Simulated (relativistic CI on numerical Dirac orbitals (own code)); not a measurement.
Method of calculation: Dirac-Coulomb-Breit CI, KLI orbitals optimised for each configuration, a model potential for QED, unscaled Slater integrals (own radial code, finite nucleus).

The strongest absorption lines from the ground level of an ion, among the configurations computed and to levels below about 25500 eV (vacuum wavelength in nm, gf): 0.04857 (0.011), 0.04917 (0.02), 0.05031 (0.041), 0.05036 (0.014), 0.05296 (0.11), 0.05309 (0.039), 0.06230 (0.56), 0.06289 (0.21).

Which ion is it?
A. Cd⁴⁶⁺
B. Zr³⁸⁺
C. Kr³⁴⁺
D. Ru⁴²⁺

D. Ru⁴²⁺ has 2 electrons and the ground level 1s2 1S_0; the strongest line goes to 1s 2p 1P°_1. The pattern of lines fixes the number of electrons, and along that sequence the line energies rise steadily with the charge (about as its square where n changes within one kind of shell, about linearly where n is kept but much faster in heavy ions where fine structure, which grows about as Z⁴, sets the gap, and irregularly where shells cross), which fixes Z. Configurations outside the model, such as inner-shell arrays, can give stronger lines. At this charge energies of transitions that change n are usually good to better than 1 %, and those within a shell (Δn = 0) to a few per cent.

LS names give the leading component of a level, which can be under half, so a name can repeat, a term be missing and a line seem to break the LS rules.
